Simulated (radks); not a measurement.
The numbers below are computed, except where a source is named.
Excited configurations of Nb2+: one electron is placed in a higher orbital outside [Kr] 4d2. The ground configuration is [Kr] 4d3. Level of theory: scalar-relativistic Kohn-Sham, r2SCAN, spin-unpolarised, spherical densities, finite nucleus; meta-GGA in the generalised Kohn-Sham scheme; Fermi nuclear charge, rms radius 4.324 fm (a radial shooting solver on a logarithmic mesh with Libxc functionals). Excitation = E - E(ground); binding = E(ion) - E, where the ion is the core of charge +3; n* = 3/sqrt(2 binding) in atomic units, and the quantum defect is n - n*.

outer orbital  excitation (eV)  binding (eV)  quantum defect  eigenvalue (eV)  <r> (bohr)
5s                       3.075        21.325           2.604          -18.152       2.997
5p                       8.064        16.336           2.262          -13.638       3.568
5f                      19.159         5.241           0.166           -4.281       9.560
6f                      20.711         3.688           0.238           -3.090       14.66
7s                      18.065         6.334           2.603           -5.489       9.836

The Delta-SCF ionisation energy is 24.399 eV (NIST Atomic Spectra Database: 25.040 eV, semi-empirical). Self-interaction in the functional shifts the binding energies and quantum defects, so they are the method's values and not measured ones. Spin polarisation and multiplet splitting are left out, so open shells lie too high by an amount that depends on their filling.

Beside tabulated values, note that spin-unpolarised runs miss the spin-polarisation part of the exchange energy of open shells.
